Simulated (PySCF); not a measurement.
Molecule: SMILES CC(C)B(O)O, C$_{3}$H$_{9}$BO$_{2}$.

Atom-mapped SMILES (the numbers label the heavy atoms): `[CH3:1][CH:2]([CH3:3])[B:4]([OH:5])[OH:6]`; H(Xn) means a hydrogen on atom n.

Geometry PBE0-D3(BJ)/def2-SVP throughout; GIAO in PySCF 2.14.0 with density-fitted response routines, gas phase, one conformer, non-relativistic; equivalent atoms averaged; functional PBE0.

For orientation, def2-TZVP gives these shifts δ (against TMS, BF3·OEt2, H2O at the same level): C1/C3 20.2, C2 16.7, B4 30.3, O5/O6 115.4, H(O5)/H(O6) 2.15, H(C2) 1.02, H(C1)/H(C3) 0.96 ppm.

A run gave: C1/C3 20.3, C2 15.4, B4 31.4, O5/O6 120.2, H(O5)/H(O6) 2.71, H(C2) 0.83, H(C1)/H(C3) 0.97 ppm (shifts δ (against TMS, BF3·OEt2, H2O at the same level)).

Which basis set was used in that run?
A. 6-31G
B. def2-SVP
C. pcSseg-1
D. 6-311+G(2d,p)

Answers

C. O5/O6 tells them apart best: pcSseg-1 gives 120.2, def2-SVP gives 108.5, 6-31G gives 99.9, 6-311+G(2d,p) gives 111.9 ppm.
